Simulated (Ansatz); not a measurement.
Computed with Ansatz on PBE0-D4/def2-TZVP structures; ΔE is electronic, products minus reactants. CBS: MP2 limit from def2 TZ/QZ plus the TZ coupled-cluster correction, frozen cores. Double bonds are as drawn, so ΔE can hold a change between cis and trans. DFT in def2-TZVPP. B3LYP here is the variant with VWN-RPA as its local correlation; programs differ in this. HSE06 is defined as in plane-wave codes. One conformer a species, not always the lowest.

Consider the ligand exchange at the Al–C bond: `C/[C]([AlH2])=C\O` + `NB(O)F` → `OB(F)[NH][AlH2]` + `C/C=C/O`.

```json
{"level": "LDA (SPW92)", "ΔE (kJ/mol)": "-67.3", "difference from CCSD(T)/CBS": "12.8"}
{"level": "PBE-D4", "ΔE (kJ/mol)": "-69.6", "difference from CCSD(T)/CBS": "10.5"}
{"level": "revPBE-D4", "ΔE (kJ/mol)": "-68.3", "difference from CCSD(T)/CBS": "11.8"}
{"level": "BLYP-D4", "ΔE (kJ/mol)": "-76.7", "difference from CCSD(T)/CBS": "3.4"}
{"level": "B97M-V", "ΔE (kJ/mol)": "-78.0", "difference from CCSD(T)/CBS": "2.1"}
{"level": "PBE0-D4", "ΔE (kJ/mol)": "-72.7", "difference from CCSD(T)/CBS": "7.4"}
{"level": "B3LYP-D4", "ΔE (kJ/mol)": "-79.2", "difference from CCSD(T)/CBS": "0.9"}
{"level": "r2SCANh-D4", "ΔE (kJ/mol)": "-76.4", "difference from CCSD(T)/CBS": "3.7"}
{"level": "r2SCAN0-D4", "ΔE (kJ/mol)": "-77.3", "difference from CCSD(T)/CBS": "2.8"}
{"level": "HSE06-D4", "ΔE (kJ/mol)": "-72.6", "difference from CCSD(T)/CBS": "7.5"}
{"level": "BHLYP-D4", "ΔE (kJ/mol)": "-83.4", "difference from CCSD(T)/CBS": "-3.3"}
{"level": "CAM-B3LYP-D4", "ΔE (kJ/mol)": "-82.7", "difference from CCSD(T)/CBS": "-2.6"}
{"level": "ωB97X-V", "ΔE (kJ/mol)": "-79.7", "difference from CCSD(T)/CBS": "0.4"}
{"level": "ωB97M-V", "ΔE (kJ/mol)": "-79.1", "difference from CCSD(T)/CBS": "1.0"}
{"level": "PBE-QIDH", "ΔE (kJ/mol)": "-77.2", "difference from CCSD(T)/CBS": "2.9"}
{"level": "PBE", "ΔE (kJ/mol)": "-72.0", "difference from CCSD(T)/CBS": "8.1"}
{"level": "BLYP", "ΔE (kJ/mol)": "-81.7", "difference from CCSD(T)/CBS": "-1.6"}
{"level": "r2SCAN", "ΔE (kJ/mol)": "-76.3", "difference from CCSD(T)/CBS": "3.8"}
{"level": "PBE0", "ΔE (kJ/mol)": "-74.8", "difference from CCSD(T)/CBS": "5.3"}
{"level": "B3LYP", "ΔE (kJ/mol)": "-83.1", "difference from CCSD(T)/CBS": "-3.0"}
{"level": "r2SCANh", "ΔE (kJ/mol)": "-77.0", "difference from CCSD(T)/CBS": "3.1"}
{"level": "r2SCAN0", "ΔE (kJ/mol)": "-78.1", "difference from CCSD(T)/CBS": "2.0"}
{"level": "HSE06", "ΔE (kJ/mol)": "-74.6", "difference from CCSD(T)/CBS": "5.5"}
{"level": "BHLYP", "ΔE (kJ/mol)": "-86.7", "difference from CCSD(T)/CBS": "-6.6"}
{"level": "CAM-B3LYP", "ΔE (kJ/mol)": "-84.9", "difference from CCSD(T)/CBS": "-4.8"}
{"level": "LC-ωPBE", "ΔE (kJ/mol)": "-79.1", "difference from CCSD(T)/CBS": "1.0"}
{"level": "RPA@PBE/def2-TZVPP", "ΔE (kJ/mol)": "-81.0", "difference from CCSD(T)/CBS": "-0.9"}
{"level": "HF/def2-SVP", "ΔE (kJ/mol)": "-94.3", "difference from CCSD(T)/CBS": "-14.2"}
{"level": "CCSD/def2-SVP", "ΔE (kJ/mol)": "-89.7", "difference from CCSD(T)/CBS": "-9.6"}
{"level": "CCSD(T)/def2-SVP", "ΔE (kJ/mol)": "-87.3", "difference from CCSD(T)/CBS": "-7.2"}
{"level": "HF/def2-TZVPP", "ΔE (kJ/mol)": "-92.8", "difference from CCSD(T)/CBS": "-12.7"}
{"level": "SCS-MP2/def2-TZVPP", "ΔE (kJ/mol)": "-83.4", "difference from CCSD(T)/CBS": "-3.3"}
{"level": "CCSD/def2-TZVPP", "ΔE (kJ/mol)": "-84.6", "difference from CCSD(T)/CBS": "-4.5"}
{"level": "CCSD(T)/def2-TZVPP", "ΔE (kJ/mol)": "-81.6", "difference from CCSD(T)/CBS": "-1.5"}
{"level": "HF/def2-QZVPP", "ΔE (kJ/mol)": "-93.0", "difference from CCSD(T)/CBS": "-12.9"}
{"level": "MP2/def2-QZVPP", "ΔE (kJ/mol)": "-78.2", "difference from CCSD(T)/CBS": "1.9"}
{"level": "SCS-MP2/def2-QZVPP", "ΔE (kJ/mol)": "-82.7", "difference from CCSD(T)/CBS": "-2.6"}
{"level": "HF/CBS(def2)", "ΔE (kJ/mol)": "-93.0", "difference from CCSD(T)/CBS": "-12.9"}
{"level": "MP2/CBS(def2)", "ΔE (kJ/mol)": "-77.5", "difference from CCSD(T)/CBS": "2.6"}
{"level": "CCSD/CBS(def2)", "ΔE (kJ/mol)": "-83.1", "difference from CCSD(T)/CBS": "-3.0"}
{"level": "CCSD(T)/CBS", "ΔE (kJ/mol)": "-80.1", "difference from CCSD(T)/CBS": "0"}
```

Largest T1 diagnostic among the species: 0.012.

From BLYP to BHLYP (50 % exact exchange), in def2-TZVPP and without D4, ΔE moves by −5.0 kJ/mol. At CCSD(T), def2-SVP lies −7.2 kJ/mol from the extrapolated value and def2-TZVPP −1.5 kJ/mol.

CCSD(T)/CBS has its own doubt, a few kJ/mol and more with outer-core shells, so smaller differences from it don't rank the levels.
